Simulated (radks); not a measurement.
Task: The mean radii <r> (bohr) of the occupied orbitals of an atom or ion are listed with their occupations. Calculated with a radial shooting solver on a logarithmic mesh with Libxc functionals: Dirac Kohn-Sham, PW91, spin-unpolarised, spherical densities, finite nucleus; Fermi nuclear charge, rms radius of each element as measured or else 0.836 A^(1/3) + 0.57 fm.

orbital  occ.      <r>
1s1/2       2  0.03428
2s1/2       2   0.1493
2p1/2       2   0.1271
2p3/2       4   0.1318
3s1/2       2   0.4152
3p1/2       2   0.4090
3p3/2       4   0.4197
3d3/2       4   0.3970
3d5/2       6   0.4005
4s1/2       2    1.058
4p1/2       2    1.151
4p3/2       4    1.181
4d3/2       4    1.611
4d5/2       1    1.627

Name the element and its charge. Open shells, if any, fill j = l - 1/2 first.

Result: Z = 43, technetium, charge +2: Tc2+ in [Kr] 4d5. The 1s radius gives Z: for a bare nucleus <r> = (2 gamma + 1)/(2Z) with gamma = sqrt(1 - (Z/c)^2), 0.03371 bohr for Z = 43, and screening makes it slightly larger (0.03428 here). The occupations add up to 41, and the charge is Z minus that.
